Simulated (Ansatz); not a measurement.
Born–Oppenheimer molecular dynamics of BrF₂H₂NSi (7 atoms, charge 0, multiplicity 1). It starts at the highest image of a converged band. Of that band: Neighbouring images differ by up to 1.5 eV, so the band resolves the path poorly. A vibrational analysis at the climbing image gives one clearly imaginary mode, 114i cm⁻¹: a first-order saddle point.

Level of theory: UKS B3LYP-D4/def2-mTZVP (Ansatz 0.2.0).

```json
{
 "ensemble": "NVE (velocity Verlet)",
 "time step": "0.5 fs",
 "steps asked": "200",
 "starting velocities drawn for": "300 K",
 "seed": "10213"
}
```

First frame:

```xyz
7
Properties=species:S:1:pos:R:3
Si -1.018 -0.148 -0.070
Br 2.215 0.577 1.630
N 0.477 -0.180 -0.655
H 1.319 0.025 0.160
F -2.333 0.239 -0.838
F -1.378 -0.543 1.393
H 0.718 0.029 -1.619
```

Question: How far do the bonds stretch over the last three quarters of this one trajectory? (Pairs bonded in most of those frames.)

Answer: 
```
  bond  mean (Å)  spread (Å)  shortest  longest
Si1–N3     1.598       0.016      1.56     1.63
Si1–F5     1.576       0.016      1.55     1.60
Si1–F6     1.562       0.008      1.54     1.57
Br2–H4     1.693       0.144      1.47     1.85
 N3–H7     1.015       0.017      0.99     1.04
```

Pairs bonded in part of these frames only: N3–H4 53 %.

Mean temperature of the second half: 162 K. The conserved energy stayed within 0.075 meV per atom of its start (net change 0.062 meV per atom), so the integration is sound. A run of 0.1 ps of so small a system gives no equilibrium averages. The orbitals were unrestricted but ended closed-shell.

The run took 16 min on 4 threads of Arm Neoverse N1, with other jobs on the host, peak memory 0.43 GiB.
